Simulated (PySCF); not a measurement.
C₄H₇BF₂, SMILES FB1CCC[C@H]1F. Geometry: PBE-D3(BJ)/def2-SVP. The structure was generated by enumeration; whether it is a known compound was not checked. Other conformers were not sampled.

Method: PBE-D3(BJ)/def2-SVP (PySCF 2.14.0).

Harmonic wavenumbers (cm⁻¹): 93, 155, 203, 328, 376, 395, 523, 597, 748, 767, 800, 857, 898, 945, 947, 1003, 1065, 1078, 1102, 1181, 1221, 1239, 1262, 1286, 1300, 1339, 1386, 1409, 1422, 2938, 2962, 2994, 3017, 3030, 3043, 3049. Rotational constants (GHz): 3.372, 2.580, 1.764; symmetry number 1.

Question: Work out the zero-point energy and the ideal-gas rigid-rotor harmonic-oscillator thermochemistry at 298.15 K and 1 atm.

Answer: ZPE = ½ Σ hcν = ½ × 46958 cm⁻¹ = 67.13 kcal/mol. H − E(el) = 72.04 kcal/mol. Entropy in cal/(mol K): translation 39.83, rotation 27.44, vibration 14.48, total 81.75. G − E(el) = 47.66 kcal/mol. Cp = 27.30 cal/(mol K). Modes under 150 cm⁻¹ make the vibrational entropy uncertain.
